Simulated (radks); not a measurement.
Results of a calculation; reference values are marked as such.
The nuclear charge of the neon ion Ne+ is varied continuously with 9 electrons held in [He] 2s2 2p5. Code: a radial shooting solver on a logarithmic mesh with Libxc functionals. Model: scalar-relativistic Kohn-Sham, r2SCAN, spin-polarised, spherical densities, finite nucleus; open shells are filled with parallel spins first; meta-GGA in the generalised Kohn-Sham scheme; Fermi nuclear charge, rms radius 3.0055 fm. By the Hellmann-Feynman theorem dE/dZ = E(electron-nucleus)/Z, the electronic potential at the nucleus (averaged over a nucleus of fixed radius). The scalar-relativistic energy here is not variational (the density holds large components alone), so the two differ by a part that grows with Z.

\begin{tabular}{lrrrrr}
Z & E (hartree) & E(electron-nucleus)/Z (hartree) & HOMO & e(HOMO) (eV) & <r> HOMO (bohr) \\ \hline
9.5 & -113.55208 & -28.4575 & 2p & -20.007 & 0.9931 \\
9.6 & -116.41703 & -28.8371 & 2p & -22.163 & 0.9709 \\
9.7 & -119.31993 & -29.2166 & 2p & -24.393 & 0.9500 \\
9.8 & -122.26079 & -29.5959 & 2p & -26.697 & 0.9300 \\
9.9 & -125.23960 & -29.9752 & 2p & -29.074 & 0.9110 \\
10 & -128.25633 & -30.3544 & 2p & -31.523 & 0.8929 \\
10.1 & -131.31099 & -30.7335 & 2p & -34.044 & 0.8755 \\
10.2 & -134.40357 & -31.1125 & 2p & -36.638 & 0.8590 \\
10.3 & -137.53406 & -31.4915 & 2p & -39.303 & 0.8431 \\
10.4 & -140.70245 & -31.8705 & 2p & -42.040 & 0.8278 \\
10.5 & -143.90875 & -32.2494 & 2p & -44.848 & 0.8132 \\
\end{tabular}

The central difference of E at Z = 10 is -30.357 hartree, to compare with the third column; the second derivative is -3.79 hartree.
